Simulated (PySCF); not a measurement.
ClGa (SMILES [Cl][Ga]), singlet, geometry from GFN2-xTB (such geometries of metal compounds can be far from the true shape); PySCF with CAMB3LYP/6-311G**.

Here is a job for PySCF.
```python
from pyscf import gto, scf, dft

mol = gto.M(
    atom='''
Ga   -0.00000000   -0.00000000   -0.76826451
Cl    0.00000000    0.00000000    1.40095293
''',
    basis='6-311g**',
    verbose=3,
)

mf = dft.RKS(mol)
mf.xc = 'camb3lyp'
mf.grids.prune = dft.gen_grid.sg1_prune
mf.kernel()
```

### Question
Predict the main parts of the log of this PySCF run.

### Answer

```
Traceback (most recent call last):
  File "input.py", line 15, in <module>
  File "<string>", line 2, in kernel
  File "site-packages/pyscf/scf/hf.py", line 2099, in scf
  File "site-packages/pyscf/scf/hf.py", line 132, in kernel
  File "site-packages/pyscf/dft/rks.py", line 70, in get_veff
  File "site-packages/pyscf/dft/rks.py", line 506, in initialize_grids
  File "site-packages/pyscf/dft/gen_grid.py", line 653, in build
  File "<string>", line 6, in gen_atomic_grids
  File "site-packages/pyscf/dft/gen_grid.py", line 318, in gen_atomic_grids
  File "site-packages/pyscf/dft/gen_grid.py", line 81, in sg1_prune
IndexError: index 31 is out of bounds for axis 0 with size 19
```

The run crashed.
